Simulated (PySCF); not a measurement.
Mg(Br)(SeH) (BrHMgSe), SMILES [SeH][Mg][Br].

Geometry optimised at B3LYP-D3(BJ)/def2-TZVP. The values are those of a single conformer.

These are PBE/def2-TZVPD (PySCF) values and carry that method's errors.

The molecule is in vacuum.

Computed frontier levels, gap, dipole moment and polarisability:
The highest occupied level is -6.05 eV. The lowest empty level is -2.44 eV, the orbital gap is 3.61 eV and the dipole moment is 0.85 D. The quadrupole, principal values (traceless, Buckingham form, about the centre of nuclear charge) comes out as -14.00, 3.64, 10.36 D·Å. The mean static polarisability is 83.8 bohr³ (12.41 Å³) and the polarisability, principal values comes out as 68.1, 71.4, 111.8 bohr³.
